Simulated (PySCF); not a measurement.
Job file and geometry (Å, from GFN2-xTB) of an NMR shielding run on `BP[Si@H](P)C(F)(F)F`, CH6BF3P2Si, PySCF 2.14.0, density-fitted response routines, GIAO PBE0/pcSseg-1 NMR shielding, non-relativistic, gas phase; density fitting, a coarse starting grid and PySCF grid level 2 are the driver's defaults:

```
$ OMP_NUM_THREADS=1 python probes_run.py task.json out

{"job": {"kind": "nmr", "xc": "PBE0", "basis": "pcSseg-1"}, "charge": 0, "multiplicity": 1}
B      2.811955    -0.369114    -0.071236
P      1.460219     0.752216    -0.584362
Si    -0.381289    -0.150899     0.269863
P     -1.170705    -1.685823    -1.154565
C     -1.691878     1.283261     0.161319
F     -1.310494     2.387947     0.832096
F     -2.874895     0.914277     0.694317
F     -1.951127     1.673250    -1.096901
H      3.833725     0.048017     0.305997
H      2.666228    -1.516346    -0.248868
H      1.610982     1.883228     0.194629
H     -0.416629    -0.442308     1.718906
H     -2.235655    -2.074512    -0.352484
H     -0.351115    -2.703667    -0.690878
```

Task: What does the program print?

Result: 
```
coarse grid: 14024 points
cycle   1  E = -1337.2832117417  dE =  8.624e-01  |g| = 8.411e-01  |ddm| = 3.364e+00
cycle   2  E = -1337.1381213987  dE =  1.451e-01  |g| = 1.292e+00  |ddm| = 1.199e+00
cycle   3  E = -1337.4075333124  dE = -2.694e-01  |g| = 3.813e-02  |ddm| = 7.426e-01
cycle   4  E = -1337.4078332370  dE = -2.999e-04  |g| = 1.571e-02  |ddm| = 6.948e-02
cycle   5  E = -1337.4079014678  dE = -6.823e-05  |g| = 4.812e-03  |ddm| = 2.881e-02
cycle   6  E = -1337.4079069320  dE = -5.464e-06  |g| = 1.324e-03  |ddm| = 7.759e-03
final grid: 125240 points
cycle   7  E = -1337.4727644593  dE = -4.558e-05  |g| = 5.723e-03  |ddm| = 2.452e-02
cycle   8  E = -1337.4727604903  dE =  3.969e-06  |g| = 7.733e-03  |ddm| = 8.903e-03
cycle   9  E = -1337.4727710469  dE = -1.056e-05  |g| = 5.130e-04  |ddm| = 4.830e-03
cycle  10  E = -1337.4727710930  dE = -4.617e-08  |g| = 1.882e-04  |ddm| = 6.632e-04
cycle  11  E = -1337.4727711003  dE = -7.243e-09  |g| = 6.933e-05  |ddm| = 2.515e-04
cycle  12  E = -1337.4727711016  dE = -1.363e-09  |g| = 1.552e-05  |ddm| = 1.038e-04
cycle  13  E = -1337.4727711017  dE = -5.639e-11  |g| = 3.245e-06  |ddm| = 1.951e-05
converged SCF energy = -1337.4727711017

GIAO shielding tensors (ppm)
atom      isotropic    diamagn.    paramagn.     s11        s22        s33       span
  0 B       15.143     197.379    -182.236    -93.474     -9.477    148.380    241.854
  1 P      477.492     970.774    -493.282    335.089    511.975    585.413    250.324
  2 Si     375.232     880.797    -505.564    347.286    363.863    414.548     67.262
  3 P      620.105     967.137    -347.032    572.373    613.498    674.444    102.071
  4 C       47.251     253.014    -205.763     41.176     45.619     54.956     13.780
  5 F      243.663     474.551    -230.888    147.493    253.627    329.870    182.377
  6 F      241.497     473.199    -231.702    145.981    251.493    327.016    181.036
  7 F      245.811     474.371    -228.561    153.081    262.354    321.997    168.916
  8 H       22.950      29.062      -6.112     14.188     26.703     27.959     13.770
  9 H       23.443      30.037      -6.594     13.177     26.801     30.350     17.173
 10 H       27.945      31.412      -3.467     22.158     26.990     34.686     12.528
 11 H       26.316      29.559      -3.243     23.389     24.024     31.536      8.147
 12 H       29.959      29.495       0.464     24.044     27.287     38.547     14.503
 13 H       30.078      30.051       0.027     24.336     27.151     38.746     14.409
```

Size and cost of the density-fitted run: 187 basis functions, 35 s wall time on 1 thread of an Arm Neoverse V2, shared host; peak memory 0.83 GiB.
